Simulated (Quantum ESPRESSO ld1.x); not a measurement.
Results of a calculation; reference values are marked as such.
Problem. Neutral ytterbium, configuration [Xe] 4f14 6s1 6p1 (not the ground configuration). Level of theory: scalar-relativistic Kohn-Sham, LDA (Slater exchange, Perdew-Wang correlation), spin-polarised, spherical densities, point nucleus; open shells are filled with parallel spins first (ld1.x of Quantum ESPRESSO 7.5). Some entries of the table are withheld. Estimate them.

orbital,occ.,eigenvalue (Ry),<r^2> (bohr^2),<1/r> (bohr^-1)
1s up,1,-4497.63,0.0005304,80.60
1s down,1,-4497.63,0.0005304,80.60
2s up,1,-762.179,0.008219,18.79
2s down,1,-762.178,0.008219,18.79
2p up,3,-671.996,0.006718,17.26
2p down,3,-671.995,0.006718,17.26
3s down,1,-171.832,0.05378,6.939
3s up,1,-171.832,0.05378,6.939
3p down,3,-144.651,0.05427,6.461
3p up,3,-144.651,0.05427,6.461
3d down,5,-111.504,0.04513,6.122
3d up,5,-111.504,0.04513,6.122
4s down,1,-33.8428,0.2692,2.937
4s up,1,-33.8423,0.2692,2.937
4p down,3,-24.9170,0.3062,2.679
4p up,3,-24.9166,0.3062,2.679
4d down,5,-13.1702,0.3649,2.367
4d up,5,-13.1702,0.3649,2.367
5s up,1,-4.16118,1.647,1.099
5s down,1,-4.15610,1.643,1.100
5p up,3,-2.14006,2.414,0.8999
5p down,3,-2.13018,2.389,0.9030
6s up,1,(1),(2),0.3351
4f up,7,-0.34413,0.8840,1.729
4f down,7,-0.34144,0.8571,1.734
6s down,0,(3),(4),0.3350
6p up,1,-0.15369,(5),0.2360
6p down,0,-0.09028,(6),0.2126

Solution. 
(1) 6s up eigenvalue (Ry): -0.39051
(2) 6s up <r^2> (bohr^2): 15.94
(3) 6s down eigenvalue (Ry): -0.31306
(4) 6s down <r^2> (bohr^2): 16.46
(5) 6p up <r^2> (bohr^2): 31.76
(6) 6p down <r^2> (bohr^2): 40.95
